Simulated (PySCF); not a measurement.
Species: C5H5NO.
Numbering: `[H]/[N:1]=[CH:2]\[c:3]1[cH:4][cH:5][cH:6][o:7]1` (hydrogens: H8 on N1; H9 on C2; H10 on C4; H11 on C5; H12 on C6)

The same species was optimised twice, with GFN2-xTB and with PBE0-D3(BJ)/def2-SVP (PySCF), and the same property calculations (PySCF, gas phase) were run on both structures.

```
     coordinate  GFN2-xTB  PBE0-D3(BJ)/def2-SVP  change
      C4–C5 (Å)     1.408                 1.423  +0.015
      N1=C2 (Å)     1.262                 1.272  +0.010
      C2–C3 (Å)     1.447                 1.456  +0.009
      C6–O7 (Å)     1.334                 1.341  +0.007
      C3–C4 (Å)     1.378                 1.374  -0.004
      C5–C6 (Å)     1.365                 1.367  +0.002
      C3–O7 (Å)     1.355                 1.356  +0.001
   C2–C3–O7 (°)     118.7                 116.5    -2.2
   C2–C3–C4 (°)     131.9                 134.1    +2.2
   C3–O7–C6 (°)     107.5                 107.9    +0.4
   C5–C6–O7 (°)     111.0                 110.6    -0.4
   N1–C2–C3 (°)     128.1                 127.8    -0.3
   C4–C5–C6 (°)     105.8                 105.7    -0.1
   C4–C3–O7 (°)     109.3                 109.4    +0.1
   C3–C4–C5 (°)     106.3                 106.4    +0.1
N1–C2–C3–C4 (°)         0                     0       0
```

Rotational constants: A = 8139, B = 2066, C = 1648 MHz (GFN2-xTB) against A = 8131, B = 2044, C = 1633 MHz (PBE0-D3(BJ)/def2-SVP). Point groups within 0.08 Å: Cs and Cs.

On the GFN2-xTB structure: lowest singlet, TDDFT (eV) 4.72 [CAM-B3LYP/def2-SVPD]; lowest triplet, Tamm–Dancoff (eV) 3.11 [CAM-B3LYP/def2-SVPD]; isotropic polarisability (au) 69.5 [CAM-B3LYP/def2-SVPD]; HOMO (eV) -8.10 [CAM-B3LYP/def2-SVPD]; LUMO (eV) -0.39 [CAM-B3LYP/def2-SVPD]; dipole (D) 3.26 [CAM-B3LYP/def2-SVPD]; HOMO (eV) -6.87 [PBE0/pcSseg-1]; LUMO (eV) -1.37 [PBE0/pcSseg-1]; dipole (D) 3.27 [PBE0/pcSseg-1]; GIAO shielding of N1 (ppm) -68.8 [PBE0/pcSseg-1]; GIAO shielding of C2 (ppm) 26.4 [PBE0/pcSseg-1]; GIAO shielding of C3 (ppm) 28.9 [PBE0/pcSseg-1]; GIAO shielding of C4 (ppm) 70.2 [PBE0/pcSseg-1]; GIAO shielding of C5 (ppm) 68.0 [PBE0/pcSseg-1]; GIAO shielding of C6 (ppm) 37.9 [PBE0/pcSseg-1]; GIAO shielding of O7 (ppm) 31.5 [PBE0/pcSseg-1].

Task: What do these properties become on the PBE0-D3(BJ)/def2-SVP structure?

Result: 
| property | level | on GFN2-xTB | on PBE0-D3(BJ)/def2-SVP | change |
| --- | --- | --- | --- | --- |
| lowest singlet, TDDFT (eV) | CAM-B3LYP/def2-SVPD | 4.72 | 4.86 | +0.14 |
| lowest triplet, Tamm–Dancoff (eV) | CAM-B3LYP/def2-SVPD | 3.11 | 3.15 | +0.04 |
| isotropic polarisability (au) | CAM-B3LYP/def2-SVPD | 69.5 | 70.1 | +0.6 |
| HOMO (eV) | CAM-B3LYP/def2-SVPD | -8.10 | -8.15 | -0.05 |
| LUMO (eV) | CAM-B3LYP/def2-SVPD | -0.39 | -0.41 | -0.02 |
| dipole (D) | CAM-B3LYP/def2-SVPD | 3.26 | 3.32 | +0.06 |
| energy, GFN2-xTB geometry as zero (kcal/mol) | CAM-B3LYP/def2-SVPD | 0.0 | -0.9 | -0.9 |
| HOMO (eV) | PBE0/pcSseg-1 | -6.87 | -6.92 | -0.05 |
| LUMO (eV) | PBE0/pcSseg-1 | -1.37 | -1.40 | -0.03 |
| dipole (D) | PBE0/pcSseg-1 | 3.27 | 3.33 | +0.06 |
| energy, GFN2-xTB geometry as zero (kcal/mol) | PBE0/pcSseg-1 | 0.0 | -0.8 | -0.8 |
| GIAO shielding of N1 (ppm) | PBE0/pcSseg-1 | -68.8 | -71.5 | -2.7 |
| GIAO shielding of C2 (ppm) | PBE0/pcSseg-1 | 26.4 | 21.4 | -5.0 |
| GIAO shielding of C3 (ppm) | PBE0/pcSseg-1 | 28.9 | 28.9 | 0.0 |
| GIAO shielding of C4 (ppm) | PBE0/pcSseg-1 | 70.2 | 70.9 | +0.7 |
| GIAO shielding of C5 (ppm) | PBE0/pcSseg-1 | 68.0 | 66.9 | -1.1 |
| GIAO shielding of C6 (ppm) | PBE0/pcSseg-1 | 37.9 | 36.6 | -1.3 |
| GIAO shielding of O7 (ppm) | PBE0/pcSseg-1 | 31.5 | 26.8 | -4.7 |

The heavy atoms differ by 0.022 Å rms after alignment. Among bonds between heavy atoms C4–C5 changes most (+0.015 Å). Changes are differences of the printed values. Neither structure is proved a minimum here.

Conformer computed: `[H]/[N:1]=[CH:2]\[c:3]1[cH:4][cH:5][cH:6][o:7]1`: N1–C2–C3–C4 0°.
